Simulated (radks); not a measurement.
Spin polarisation of the 3p1 shell in neutral aluminium. Start: [Ne] 3s2 3p(up 0.5, down 0.5); electrons of 3p are moved from spin down to spin up, other shells keep equal spins. Method: scalar-relativistic Kohn-Sham, PBE, spin-polarised, spherical densities, finite nucleus; Fermi nuclear charge, rms radius of each element as measured or else 0.836 A^(1/3) + 0.57 fm; computed with a radial shooting solver on a logarithmic mesh with Libxc functionals.

\begin{tabular}{lrrrrrr}
moment (Bohr magnetons) & E - E(0) (eV) & e(3p up) (eV) & e(3p down) (eV) & 3s down minus up (eV) & 2p down minus up (eV) & 2s down minus up (eV) \\ \hline
0 & 0.000 & -2.712 & -2.712 & 0.000 & 0.000 & 0.000 \\
0.25 & -0.012 & -2.802 & -2.611 & 0.189 & 0.018 & 0.014 \\
0.5 & -0.048 & -2.881 & -2.499 & 0.378 & 0.035 & 0.028 \\
0.75 & -0.108 & -2.950 & -2.372 & 0.569 & 0.053 & 0.041 \\
1 & -0.193 & -3.010 & -2.223 & 0.764 & 0.070 & 0.055 \\
\end{tabular}

At moment 1 the spin-polarisation energy is -0.193 eV and the 3p exchange splitting 0.787 eV, that is 0.787 eV per Bohr magneton; E = -I m^2/4 would give I = 0.771 eV.
